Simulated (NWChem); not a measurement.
System: BeNH2Br; SMILES [NH2][Be][Br]

NWChem printed, in part:

```
             Northwest Computational Chemistry Package (NWChem) 7.3.0
             --------------------------------------------------------

                             Geometry "geometry" -> ""
                             -------------------------

 Output coordinates in angstroms (scale by  1.889725989 to convert to a.u.)

  No.       Tag          Charge          X              Y              Z
 ---- ---------------- ---------- -------------- -------------- --------------
    1 Be                   4.0000     0.00041700     1.13386600     0.00000000
    2 Br                  35.0000     0.00097400    -0.83168500     0.00000000
    3 N                    7.0000    -0.00067200     2.62703300     0.00000000
    4 H                    1.0000    -0.00266100     3.21593400    -0.82628000
    5 H                    1.0000    -0.00266100     3.21593400     0.82628000

 Effective nuclear repulsion energy (a.u.)     103.5775568475

                              NWChem Property Module
                              ----------------------

                                 NWChem DFT Module
                                 -----------------

 Summary of "ao basis" -> "ao basis" (spherical)
 ------------------------------------------------------------------------------
       Tag                 Description            Shells   Functions and Types
 ---------------- ------------------------------  ------  ---------------------
 Be                        def2-svpd                 6       12   3s3p
 Br                        def2-svpd                15       41   6s5p4d
 N                         def2-svpd                 8       20   4s2p2d
 H                         def2-svpd                 4        8   2s2p

            General Information
            -------------------
          SCF calculation type: DFT
          Wavefunction type:  closed shell.
          No. of atoms     :     5
          No. of electrons :    48
           Alpha electrons :    24
            Beta electrons :    24
          Charge           :     0
          Spin multiplicity:     1
          Use of symmetry is: off; symmetry adaption is: off
          Maximum number of iterations: 150
          AO basis - number of functions:    89
                     number of shells:    37
          Convergence on energy requested:  1.00D-06
          Convergence on density requested:  1.00D-05
          Convergence on gradient requested:  5.00D-04

              XC Information
              --------------
                     Hartree-Fock (Exact) Exchange  1.000
                   CAM-Becke88 Exchange Functional  1.000
                      VWN V Correlation Functional  0.190 local
              Lee-Yang-Parr Correlation Functional  0.810

           Range-Separation Parameters
           ---------------------------
           Alpha           :  0.19
           Beta            :  0.46
           Gamma           :  0.33
           Short-Range HF  :     F

             Grid Information
             ----------------
          Grid used for XC integration:  medium
          Radial quadrature: Mura-Knowles
          Angular quadrature: Lebedev.
          Tag              B.-S. Rad. Rad. Pts. Rad. Cut. Ang. Pts.
          ---              ---------- --------- --------- ---------
          Be                  1.05       49          12.0       434
          Br                  1.15      112          12.0       590
          N                   0.65       49          12.0       434
          H                   0.35       45          13.0       434
          Grid pruning is: on
          Number of quadrature shells:   300
          Spatial weights used:  Erf1

      Superposition of Atomic Density Guess
      -------------------------------------

 Sum of atomic energies:       -2641.88510514

      Non-variational initial energy
      ------------------------------

 Total energy =   -2642.804104
 1-e energy   =   -3880.443017
 2-e energy   =    1134.061355
 HOMO         =      -0.369320
 LUMO         =      -0.017534

   convergence    iter        energy       DeltaE   RMS-Dens  Diis-err
 ---------------- ----- ----------------- --------- --------- ---------
 d= 0,ls=0.0,diis     1  -2644.6401709036 -2.75D+03  2.54D-02  4.96D-01
 d= 0,ls=0.0,diis     2  -2644.6592703865 -1.91D-02  7.46D-03  3.69D-01
 d= 0,ls=0.0,diis     3  -2644.6947584331 -3.55D-02  1.42D-03  1.61D-02
 d= 0,ls=0.0,diis     4  -2644.6966214616 -1.86D-03  3.62D-04  1.39D-03
 d= 0,ls=0.0,diis     5  -2644.6967455335 -1.24D-04  1.33D-04  3.92D-05
  Resetting Diis
 d= 0,ls=0.0,diis     6  -2644.6967527865 -7.25D-06  3.81D-05  3.00D-06
 d= 0,ls=0.0,diis     7  -2644.6967533826 -5.96D-07  1.48D-05  9.77D-08
 d= 0,ls=0.0,diis     8  -2644.6967534005 -1.79D-08  3.27D-06  4.21D-08

         Total DFT energy =    -2644.696753400463
      One electron energy =    -3883.509490631436
           Coulomb energy =     1237.221175723597
    Exchange-Corr. energy =     -101.985995340172
 Nuclear repulsion energy =      103.577556847548

 Numeric. integr. density =       47.999996661026

                       DFT Final Molecular Orbital Analysis
                       ------------------------------------

[...]

 DFT Linear Response polarizability / au
 Frequency  =       0.0000000 / au
              X              Y              Z
 -----------------------------------------------
 X      39.2373823     -0.0079418      0.0000000
 Y      -0.0079198     57.3975446      0.0000002
 Z      -0.0000000      0.0000002     38.5288991
 -----------------------------------------------
 Eigenvalues =      39.2373788     57.3975481     38.5288991
 Isotropic   =      45.0546087
 Anisotropic =      18.5245730
 -----------------------------------------------

 Magnetic Dipole Response Matrix (nonzero elements):

 Exiting AOResponse driver routine
```

Level: CAM-B3LYP/def2-SVPD. The geometry was optimised at PBE0/def2-SVP.

Task: Which NWChem input produces such a log?

Result: Several could match; the one computed here: the input that was run:
```
start job
memory heap 200 mb stack 900 mb global 1100 mb
geometry units angstroms noautosym nocenter noautoz
  Be     0.000417     1.133866     0.000000
  Br     0.000974    -0.831685     0.000000
  N     -0.000672     2.627033     0.000000
  H     -0.002661     3.215934    -0.826280
  H     -0.002661     3.215934     0.826280
end
basis spherical
  * library def2-svpd
end
dft
  xc xcamb88 1.00 lyp 0.81 vwn_5 0.19 hfexch 1.00
  cam 0.33 cam_alpha 0.19 cam_beta 0.46
  iterations 150
end
property
  response 1 0.0
end
task dft property
```
